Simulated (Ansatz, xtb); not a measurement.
# Relative energy of two structures of H4NSi3

Structure I is a doublet given by its coordinates and structure II is `[Si]=N[SiH2][SiH2]`, a doublet. Both are isolated molecules in the gas phase, relaxed with B3LYP-D3(BJ)/def2-SVP; the shapes shown needn't be the lowest conformers.

I (Å):

| atom | x (Å) | y (Å) | z (Å) |
| --- | --- | --- | --- |
| N | -0.5025 | 1.4807 | -0.2389 |
| Si | -0.5203 | -0.9888 | 1.0510 |
| Si | 0.5373 | 0.1075 | -0.7278 |
| Si | -1.4023 | 1.2725 | 1.2514 |
| H | 0.2399 | -1.8538 | 2.0111 |
| H | -0.5424 | 2.3647 | -0.7489 |
| H | 0.2797 | -0.3033 | -2.1445 |
| H | 1.9897 | 0.4618 | -0.6467 |

Close contacts (Å): N1–Si3 1.79, N1–Si4 1.75, Si2–Si3 2.34, Si2–Si4 2.44, N1–H6 1.02, Si2–H5 1.50, Si3–H7 1.50, Si3–H8 1.50.

II (Å):

```xyz
8

N     1.0276    0.6414    2.9180
Si    0.5913    0.7016    4.4328
Si    1.4684    0.6468    1.2476
Si    0.4290    2.4905    0.2346
H     2.9570    0.7214    1.1031
H     1.0146   -0.6002    0.5609
H     0.7299    2.6708   -1.2214
H     0.6867    3.7766    0.9556
```

Problem. Estimate which is lower in electronic energy at CCSD(T)/def2-SVP, and by roughly how much.

Solution. The CCSD(T)/def2-SVP calculation puts structure II lower, by 1.50 kcal/mol.

The same difference at several levels:

| level | geometry | E(II) − E(I) (kcal/mol) | departure from the last row (kcal/mol) | job, with rough time for the two |
| --- | --- | --- | --- | --- |
| GFN2-xTB | GFN2-xTB | −4.59 | −3.09 | optimisation, 0.4 s |
| HF/STO-3G | GFN2-xTB | +2.20 | +3.70 | single point, 0.94 s |
| r2SCAN-D4/def2-SVP | GFN2-xTB | +0.07 | +1.57 | single point, 3 s |
| B3LYP-D3(BJ)/def2-SVP | B3LYP-D3(BJ)/def2-SVP | +1.69 | +3.19 | optimisation, 44 s |
| HF/def2-SVP | B3LYP-D3(BJ)/def2-SVP | −1.96 | −0.46 | part of the CCSD(T) run |
| MP2/def2-SVP | B3LYP-D3(BJ)/def2-SVP | −5.43 | −3.93 | part of the CCSD(T) run |
| CCSD(T)/def2-SVP | B3LYP-D3(BJ)/def2-SVP | −1.50 |  | single point, 9.9 s |

HF/STO-3G, B3LYP-D3(BJ)/def2-SVP put the two in the other order. r2SCAN-D4/def2-SVP finds them nearly level. The largest departure from CCSD(T)/def2-SVP is that of MP2/def2-SVP, 3.93 kcal/mol.

With harmonic frequencies from B3LYP-D3(BJ)/def2-SVP (ideal gas, rigid rotor, one conformer each, 298.15 K, 1 atm): the zero-point term adds −2.37 kcal/mol; ΔH is −3.33 and ΔG −5.10 kcal/mol.

Open shells are spin-unrestricted, with notable spin contamination under HF/STO-3G, HF/def2-SVP, MP2/def2-SVP, CCSD(T)/def2-SVP. The correlated steps freeze 16 core orbitals. Codes used: Ansatz 0.2.0, xtb 6.7.1; the last row on 2 threads of Intel(R) Xeon(R) 6975P-C (Granite Rapids) on a shared host.
